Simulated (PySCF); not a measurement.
N²⁺: ionisation energy

N²⁺ [He] 2s2 2p1 (2P) → N³⁺ [He] 2s2 (1S), as a difference of total energies. Calculation: PySCF 2.14, in cc-pVTZ (4s3p2d1f, 30 functions); the non-relativistic Hamiltonian (point nucleus). Correlated levels: valence: 1s2 frozen. The calculations carry no spin-orbit coupling.

| method | ionisation energy (eV) |
| --- | --- |
| UHF | 47.258 |
| PBE0 | 47.964 |
| TPSS | 48.190 |
| MP2 (valence) | 47.441 |
| SCS-MP2 (valence) | 47.392 |
| CCSD (valence) | 47.199 |
| CCSD(T) (valence) | 47.228 |

Errors of the correlated levels include the incompleteness of this basis and the frozen core.

The coupled-cluster amplitudes are large for N³⁺ (T1 above 0.03 or a double amplitude above 0.15), so a single reference is strained.

Which method comes closest to the reference value, and which is furthest?

The reference is 47.445 eV (semi-empirical (NIST evaluation); NIST Atomic Spectra Database, ionization energies). Closest: MP2 (valence) (error -0.004 eV); furthest: TPSS (error 0.745 eV).
